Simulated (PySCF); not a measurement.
CH3CdFS. Atoms are numbered in the order given.

```xyz
7

Cd     0.0630    -0.5830     0.0000
F     -0.4049    -2.4689     0.0000
S      0.6564     1.6856     0.0000
C     -0.9915     2.5148     0.0000
H     -1.5754     2.2751     0.8992
H     -0.7815     3.5940     0.0000
H     -1.5754     2.2751    -0.8992
```
Charge 0, spin multiplicity 1.

Geometry: B3LYP-D3(BJ)/def2-SVP. The def2 effective core potentials stand for the cores of Cd; spin–orbit coupling is left out. One conformer was computed; it need not be the lowest.

Calculation: B3LYP-D3(BJ)/def2-SVP (PySCF 2.14.0).

Frequencies are harmonic and unscaled.

```tsv
mode	ν (cm⁻¹)	IR (km/mol)	Raman (Å⁴/amu)	depolarisation	moving atoms (share of kinetic energy)
1	87	8.7	0.9	0.63	F 54 %, C 20 %, Cd 17 %, H 8 %
2	104	10.6	0.7	0.75	F 45 %, Cd 22 %, H 21 %, S 11 %
3	140	5.1	0.0	–	H 77 %, S 10 %
4	178	5.1	4.0	0.38	C 37 %, Cd 20 %, S 20 %, H 16 %
5	346	4.0	15.2	0.19	S 78 %, Cd 12 %
6	610	72.6	9.9	0.29	F 81 %, Cd 18 %
7	690	3.4	10.7	0.33	C 59 %, S 31 %, H 9 %
8	955	5.5	4.0	0.75	H 85 %, C 14 %
9	968	7.7	5.4	0.34	H 82 %, C 16 %
10	1336	20.4	4.3	0.69	H 87 %, C 13 %
11	1454	6.3	16.6	0.75	H 95 %
12	1459	8.0	14.3	0.71	H 95 %
13	3045	22.5	150.9	0.03	H 98 %
14	3146	2.3	119.0	0.66	H 90 %, C 10 %
15	3150	4.9	56.2	0.75	H 90 %, C 10 %
```
